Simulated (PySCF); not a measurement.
## Two-component Hartree-Fock for Ca¹⁶⁺ (calcium, charge +16)

Start: [He] 2s2. Calculated with PySCF 2.14 in an uncontracted even-tempered set (17 s from 0.75 bohr⁻², ratio 2.6; 11 p from 0.97 bohr⁻², ratio 2.6; 7 d from 1 bohr⁻², ratio 2.8; 4 f from 22 bohr⁻², ratio 2.8): generalised Hartree-Fock with the X2C-1e Hamiltonian and a Gaussian nucleus; spin-orbit coupling (SO) screened by Boettger's factors.

```tsv
spinor shell	electrons	ε, screened SO (eV)	weight of nominal j (screened SO)	rms radius, screened SO (bohr)
1s1/2	2	-4929.7	1.000	0.0878
2s1/2	2	-1081.4	1.000	0.349
```

| quantity | screened SO |
| --- | --- |
| E (hartree) | -471.89147 |
| M_J | 0 |
| ⟨J²⟩ | 0.000 |
| ⟨L²⟩ | 0.000 |
| ⟨S²⟩ | 0.000 |
